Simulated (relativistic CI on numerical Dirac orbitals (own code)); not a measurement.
Line list: Forbidden lines, Te43+

Computed by Dirac-Coulomb-Breit CI, KLI orbitals optimised for each configuration, QED by a radiative potential, unscaled Slater integrals (own radial code, finite nucleus).

Configurations in the expansion (outside the closed core 1s2): 2s2.2p5, 2s.2p6, 2p6.3s, 2p6.3p, 2p6.3d, 2s2.2p4.3s, 2s2.2p4.3p, 2s2.2p4.3d, 2s.2p5.3s, 2s.2p5.3p, 2s.2p5.3d, 2s2.2p4.4s, 2s2.2p4.4p, 2s2.2p4.4d, 2s2.2p4.4f, 2s.2p5.4s. Levels of other configurations are missing.

| λ vac (nm) | Lower | Upper | Type | A (s⁻¹) | log gf |
| --- | --- | --- | --- | --- | --- |
| 0.25618 | 2s2.2p5 2P°_3/2 [1] | 2s.2p5.3d 2D°_5/2 [90] | E2 | 5.67e+11 | -2.48 |
| 0.25637 | 2s2.2p5 2P°_3/2 [1] | 2s.2p5.3d 2F°_7/2 [89] | E2 | 7.00e+11 | -2.26 |
| 0.25673 | 2s.2p6 2S_1/2 [3] | 2p6.3d 2D_5/2 [113] | E2 | 7.44e+11 | -2.36 |
| 0.25683 | 2s2.2p5 2P°_1/2 [2] | 2s.2p5.3d 2F°_5/2 [108] | E2 | 9.71e+11 | -2.24 |
| 0.25683 | 2s2.2p5 2P°_1/2 [2] | 2s.2p5.3d 2D°_3/2 [107] | E2 | 1.32e+12 | -2.28 |
| 0.25707 | 2s2.2p5 2P°_3/2 [1] | 2s.2p5.3d 2D°_3/2 [86] | E2 | 1.04e+12 | -2.39 |
| 0.25733 | 2s2.2p5 2P°_3/2 [1] | 2s.2p5.3d 2F°_5/2 [84] | E2 | 3.73e+11 | -2.65 |
| 0.25771 | 2s.2p6 2S_1/2 [3] | 2p6.3d 2D_3/2 [112] | E2 | 7.42e+11 | -2.53 |
| 0.25808 | 2s2.2p5 2P°_1/2 [2] | 2s.2p5.3d 2F°_5/2 [103] | E2 | 4.45e+11 | -2.57 |
| 0.25881 | 2s2.2p5 2P°_3/2 [1] | 2s.2p5.3d 4D°_7/2 [80] | E2 | 4.94e+11 | -2.40 |
| 0.25889 | 2s2.2p5 2P°_1/2 [2] | 2s.2p5.3d 4D°_5/2 [102] | E2 | 1.01e+11 | -3.22 |
| 0.25890 | 2s2.2p5 2P°_3/2 [1] | 2s.2p5.3d 2D°_5/2 [79] | E2 | 4.65e+11 | -2.55 |
| 0.26005 | 2s2.2p5 2P°_3/2 [1] | 2s.2p5.3d 4D°_5/2 [77] | E2 | 1.00e+11 | -3.21 |
| 0.26011 | 2s2.2p5 2P°_3/2 [1] | 2s.2p5.3d 4F°_7/2 [76] | E2 | 3.23e+11 | -2.58 |
| 0.27383 | 2s2.2p5 2P°_3/2 [1] | 2s2.2p4.3d 4F_7/2 [46] | M2 | 1.05e+09 | -5.02 |
| 0.27744 | 2s2.2p5 2P°_3/2 [1] | 2s2.2p4.3p 2P°_1/2 [40] | E2 | 5.87e+10 | -3.87 |
| 0.27903 | 2s2.2p5 2P°_1/2 [2] | 2s2.2p4.3p 2P°_3/2 [72] | E2 | 1.37e+11 | -3.19 |
| 0.27936 | 2s2.2p5 2P°_3/2 [1] | 2s2.2p4.3p 2D°_5/2 [39] | E2 | 7.71e+10 | -3.27 |
| 0.27978 | 2s2.2p5 2P°_3/2 [1] | 2s2.2p4.3p 2F°_7/2 [37] | E2 | 1.17e+11 | -2.96 |
| 0.28050 | 2s2.2p5 2P°_3/2 [1] | 2s2.2p4.3p 2D°_3/2 [36] | E2 | 9.74e+10 | -3.34 |
| 0.28060 | 2s2.2p5 2P°_3/2 [1] | 2s2.2p4.3p 2P°_1/2 [35] | E2 | 5.46e+10 | -3.89 |
| 0.28072 | 2s.2p6 2S_1/2 [3] | 2s.2p5.3p 2D_5/2 [99] | E2 | 1.25e+11 | -3.05 |
| 0.28093 | 2s2.2p5 2P°_3/2 [1] | 2s2.2p4.3p 4D°_5/2 [34] | E2 | 3.14e+10 | -3.65 |
| 0.28593 | 2s2.2p5 2P°_3/2 [1] | 2s2.2p4.3p 4P°_1/2 [30] | E2 | 5.07e+08 | -5.91 |
| 0.29188 | 2s2.2p5 2P°_3/2 [1] | 2s2.2p4.3d 2F_7/2 [19] | M2 | 5.17e+09 | -4.28 |
| 0.29670 | 2s2.2p5 2P°_3/2 [1] | 2s2.2p4.3p 2P°_3/2 [14] | E2 | 7.35e+09 | -4.41 |
| 0.29773 | 2s2.2p5 2P°_3/2 [1] | 2s2.2p4.3p 2P°_3/2 [13] | E2 | 1.69e+11 | -3.05 |
| 0.29842 | 2s2.2p5 2P°_1/2 [2] | 2s2.2p4.3p 2D°_5/2 [39] | E2 | 9.35e+10 | -3.13 |
| 0.29887 | 2s2.2p5 2P°_1/2 [2] | 2s2.2p4.3p 2P°_3/2 [38] | E2 | 4.35e+10 | -3.63 |
| 0.29972 | 2s2.2p5 2P°_1/2 [2] | 2s2.2p4.3p 2D°_3/2 [36] | E2 | 5.16e+10 | -3.56 |
| 0.29977 | 2s2.2p5 2P°_3/2 [1] | 2s2.2p4.3p 2P°_1/2 [12] | E2 | 2.66e+10 | -4.14 |
| 0.29985 | 2s2.2p5 2P°_3/2 [1] | 2s2.2p4.3p 4D°_7/2 [11] | E2 | 4.31e+10 | -3.33 |
| 0.29990 | 2s2.2p5 2P°_3/2 [1] | 2s2.2p4.3p 2D°_5/2 [10] | E2 | 6.10e+10 | -3.31 |
| 0.30021 | 2s2.2p5 2P°_1/2 [2] | 2s2.2p4.3p 4D°_5/2 [34] | E2 | 3.08e+09 | -4.60 |
| 0.30272 | 2s2.2p5 2P°_1/2 [2] | 2s2.2p4.3p 2P°_3/2 [33] | E2 | 4.43e+10 | -3.61 |
| 0.30290 | 2s2.2p5 2P°_3/2 [1] | 2s2.2p4.3p 2P°_1/2 [9] | E2 | 1.47e+11 | -3.39 |
| 0.30451 | 2s2.2p5 2P°_1/2 [2] | 2s2.2p4.3p 2F°_5/2 [32] | E2 | 1.02e+11 | -3.07 |
| 0.30540 | 2s2.2p5 2P°_3/2 [1] | 2s2.2p4.3p 2D°_5/2 [8] | E2 | 1.64e+11 | -2.86 |
| 0.30548 | 2s2.2p5 2P°_1/2 [2] | 2s2.2p4.3p 4D°_3/2 [31] | E2 | 5.60e+10 | -3.50 |
| 0.30560 | 2s2.2p5 2P°_3/2 [1] | 2s2.2p4.3p 4P°_3/2 [7] | E2 | 5.02e+10 | -3.55 |
| 0.30592 | 2s2.2p5 2P°_1/2 [2] | 2s2.2p4.3p 4P°_1/2 [30] | M1 | 7.13e+08 | -5.70 |
| 4.3743 | 2s2.2p5 2P°_3/2 [1] | 2s2.2p5 2P°_1/2 [2] | M1 | 2.11e+08 | -3.92 |

Terms are leading LS components. Brackets give the number of a level in order of energy, since labels repeat. The list gives strong lines, with weight on those to low levels, among the lowest 200 of 207 levels, so that lines to higher ones, which can be the strongest, are missing. Levels whose partners in the same complex of configurations lie outside the list can be far off, and so can their lines. Rates are taken at the computed energies, electric ones in the length gauge.

At this charge energies of transitions that change n are usually good to better than 1 %, and those within a shell (Δn = 0) to a few per cent.

LS names give the leading component of a level, which can be under half, so a name can repeat, a term be missing and a line seem to break the LS rules.
